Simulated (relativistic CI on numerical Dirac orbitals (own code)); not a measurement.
Radial parameters of Nd XXXVI

Method of calculation: Dirac-Coulomb-Breit CI, KLI orbitals optimised for each configuration, QED by a radiative potential, unscaled Slater integrals (own radial code, finite nucleus).

Slater integrals F^k, G^k are unscaled and averaged over j, outside the closed core [Ne]; ζ comes from projecting the Hamiltonian with its Breit term on Σ l·s of the shell.

- 3s2.3p6.3d7: F^2(3d,3d) = 448090, F^4(3d,3d) = 288720, ζ(3d) = 79059 cm⁻¹; <r>(3d) = 0.2268, <r^2>(3d) = 0.05985 (bohr units).
- 3s2.3p5.3d8: ζ(3p) = 608670, F^2(3d,3d) = 447210, F^4(3d,3d) = 288120, F^2(3p,3d) = 393230, G^1(3p,3d) = 427130, G^3(3p,3d) = 282610, ζ(3d) = 78224 cm⁻¹; <r>(3p) = 0.2521, <r^2>(3p) = 0.07352, <r>(3d) = 0.2271, <r^2>(3d) = 0.06006 (bohr units).
- 3s2.3p4.3d9: F^2(3p,3p) = 391640, ζ(3p) = 608200, F^2(3p,3d) = 392800, G^1(3p,3d) = 427090, G^3(3p,3d) = 282450, ζ(3d) = 77396 cm⁻¹; <r>(3p) = 0.2524, <r^2>(3p) = 0.07368, <r>(3d) = 0.2275, <r^2>(3d) = 0.06028 (bohr units).

Task: Give the Racah parameters of the d shell in 3s2.3p6.3d7.

Result: B = F²/49 − 5F⁴/441 = 5871 cm⁻¹ and C = 35F⁴/441 = 22914 cm⁻¹.

Averages of the first 10 configurations, taken without configuration mixing, which lowers the lowest level and can move excited configurations by several eV; other configurations of the list can lie among them:

```tsv
Configuration	Parity	States	Average energy above the lowest level (eV)
3s2.3p6.3d7	even	120	39.4
3s2.3p5.3d8	odd	270	359.6
3s2.3p4.3d9	even	150	685.9
3s.3p6.3d8	even	90	602.9
3p6.3d9	even	10	1174.7
3s.3p5.3d9	odd	120	921.7
3s2.3p6.3d6.4s	even	420	1010.5
3s2.3p6.3d6.4p	odd	1260	1100.4
3s2.3p6.3d6.4d	even	2100	1218.2
3s2.3p4.3d8.4s	even	1350	1642.7
```
